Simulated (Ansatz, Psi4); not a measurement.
Psi4 was given this input:
```
memory 2 GB

molecule {
0 1
In   -0.00000000   -0.00000000    0.00000000
I     2.54499834   -0.41292967   -0.80803752
I    -0.93309036   -1.23964966    2.21202695
I    -1.61190798    1.65257933   -1.40398942
}

set {
  basis def2-svp
  scf_type pk
  puream true
  d_convergence 1e-8
  dft_radial_points 99
  dft_spherical_points 590
}

energy('pbe0')
print_variables()
```

Q: Write the same job for Ansatz (a quantum-chemistry and plane-wave program).

A: One answer among several that fit: 
Ansatz 0.2 input:
```yaml
crystal:
  periodic: [false, false, false]
  atoms:
    - {symbol: In, position_ang: [-0.00000000, -0.00000000, 0.00000000]}
    - {symbol: I, position_ang: [2.54499834, -0.41292967, -0.80803752]}
    - {symbol: I, position_ang: [-0.93309036, -1.23964966, 2.21202695]}
    - {symbol: I, position_ang: [-1.61190798, 1.65257933, -1.40398942]}
basis:
  gaussian:
    orbitals: def2-SVP
hamiltonian:
  xc: pbe0
accuracy: high
```

Both were run: Psi4 gave -1083.441020 Eh and Ansatz -1083.441022 Eh, 0.002 mEh apart.
